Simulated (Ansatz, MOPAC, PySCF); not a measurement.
Noncovalent pair: HCl (SMILES Cl) (first 2 atoms) with SiH4 (SMILES [SiH4]); geometry from B3LYP-D3(BJ)/def2-TZVP, rigid monomers moved along the line of their centres of mass till Cl1···Si3 is 5.28 Å.
(charge 0, multiplicity 1):
```
atom    x (Å)    y (Å)    z (Å)
----  -------  -------  -------
Cl    -0.0685  -0.3380  -0.3248
H     -0.6754  -1.3223   0.2291
Si     0.0614   0.3659   4.9023
H      0.8773   1.4754   4.3655
H     -1.3196   0.4569   4.3774
H      0.0262   0.4435   6.3811
H      0.6510  -0.9310   4.4990
```

Interaction energies are E(AB) − E(A) − E(B) at the monomers' geometry in the complex; basis-set methods are counterpoise corrected. Rows marked so take none.

Frozen-core correlation. CBS(a, b) extrapolates the correlation energy as X⁻³ and adds the Hartree–Fock energy of set b. Rows in 3-21G, 6-31G* carry no dispersion term and start afresh at each structure (6-31G* with six Cartesian d functions). The state reached by AM1, PM3 isn't checked.

The values were computed with Ansatz (Gaussian basis) for Hartree–Fock, density functionals and correlated methods; MOPAC for AM1, PM3 (differences of heats of formation); PySCF for 3-21G rows, 6-31G* rows, the dispersion terms. Values without a source in brackets are computed.

```
level                                          interaction energy (meV)
---------------------------------------------  ------------------------
AM1                                                                -0.9
PM3                                                                 0.5
HF/6-31G*                                                          -1.7
PBE-D4/def2-TZVPPD                                                -10.7
B3LYP/3-21G (no counterpoise)                                      -4.0
PBE0-D3(BJ)/def2-TZVPPD                                             [?]
MP2/CBS(aug-cc-pV(D+d)Z, aug-cc-pV(T+d)Z)                          -9.8
CCSD(T)/aug-cc-pV(D+d)Z                                             [?]
CCSD(T)/CBS(aug-cc-pV(D+d)Z, aug-cc-pV(T+d)Z)                      -9.6
```

Q: What belongs in the gaps?

A: 
- PBE0-D3(BJ)/def2-TZVPPD, interaction energy (meV): -12.4
- CCSD(T)/aug-cc-pV(D+d)Z, interaction energy (meV): -8.7

Ansatz is a quantum-chemistry and plane-wave program.
